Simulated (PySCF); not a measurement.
# Correlation energy of Cu⁺ (copper, charge +1)

[Ar] 3d10, closed-shell 1S. Calculation: PySCF 2.14, in def2-TZVPPD (6s6p4d2f1g, 67 functions); the non-relativistic Hamiltonian (point nucleus). Frozen: [Ar]; 10 electrons correlated.

```tsv
level	correlation energy (mhartree)
CCSD	-392.30
(T)	-12.87
CCSD(T)	-405.17
```

Diagnostics: T1 = 0.013, D1 = 0.0182, largest double amplitude 0.021.

Question: Is a single reference adequate?

Answer: Yes: T1 lies below 0.03 and no double amplitude reaches 0.07.
